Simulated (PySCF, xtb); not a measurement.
Ag(Cl) cation (AgCl), SMILES [Cl][Ag] (connectivity only; charge and spin as stated), charge +1, multiplicity 2.

Harmonic wavenumbers (cm⁻¹) from GFN2-xTB run with xtb at its own minimum, in rising order: 237.

What does B3LYP-D3(BJ)/def2-TZVPD in PySCF give at its own minimum? (The exact figures need the calculation; the answer reports its results.)

189. Paired by order, the mean absolute difference is 48 cm⁻¹ and the zero-point energies are 0.3 and 0.3 kcal/mol.
